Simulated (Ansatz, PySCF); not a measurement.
HgF4, SMILES [F][Hg]([F])([F])[F].

Geometry optimised at B3LYP-D3(BJ)/def2-SVP. The def2 effective core potentials stand for the cores of Hg; spin–orbit coupling is left out.

Vertical ionisation energy (IE) and electron affinity (EA) in eV. Rows of orbital energies are one-electron estimates. Where ΔSCF, EOM or ADC give a negative EA the extra electron is unbound and the value depends on the basis.

```
level                                                                   IE    EA
-------------------------------------------------------------------  -----  ----
−ε(HOMO), −ε(LUMO), CAM-B3LYP/def2-TZVP (PySCF)                      13.56  6.10
−ε(HOMO), −ε(LUMO), PBE/def2-TZVP (PySCF)                             9.73  7.56
ΔSCF, PBE0/def2-SVPD (Ansatz), final states of multiplicity 2 and 2  14.50  4.83
ΔSCF, PBE/def2-SVPD (Ansatz), final states of multiplicity 2 and 2   13.33  4.21
```

What vertical singlet–triplet gap does ΔSCF give with PBE0/def2-SVPD (Ansatz, a program for electronic structure) and with PBE/def2-SVPD (Ansatz)? (Estimate from the structure and the level; the computed values follow.)

2.35 and 1.96 eV (triplet above singlet where positive).
